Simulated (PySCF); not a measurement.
# MH for M along the chalcogens

PBE0 with double-zeta basis sets in PySCF, for the lowest determinant that a PBE0 search found; no spin–orbit coupling. De refers to high-spin ground-configuration atoms. A positive dipole means M(−)H(+).

| M | basis | state (unpaired electrons) | Re (Å) | ωe (cm⁻¹) | De (eV) | μ (D) |
| --- | --- | --- | --- | --- | --- | --- |
| O | cc-pVDZ | doublet (π ↑) | 0.979 | 3705 | 4.34 | 1.69 |
| S | aug-cc-pVDZ/aug-cc-pV(D+d)Z | doublet (π ↑) | 1.353 | 2706 | 3.73 | 0.81 |
| Se | def2-SVPD | doublet (π ↑) | 1.474 | 2455 | 3.36 | 0.56 |
| Te | aug-cc-pVDZ-PP/aug-cc-pVDZ | doublet (π ↑) | 1.666 | 2149 | 2.89 | 0.15 |

The shortest bond is that of OH (0.979 Å), the longest that of TeH (1.666 Å). OH is bound most strongly (4.34 eV) and TeH least (2.89 eV).

The rows differ in basis set, which adds steps of its own.

Down a group the atoms grow and get heavier, so bonds lengthen and wavenumbers fall; this series shows no clear exception.

These are scalar-relativistic numbers at best; spin–orbit coupling would shift them, the dissociation energy most. States were picked by a PBE0 search and need not be the measured ground states.
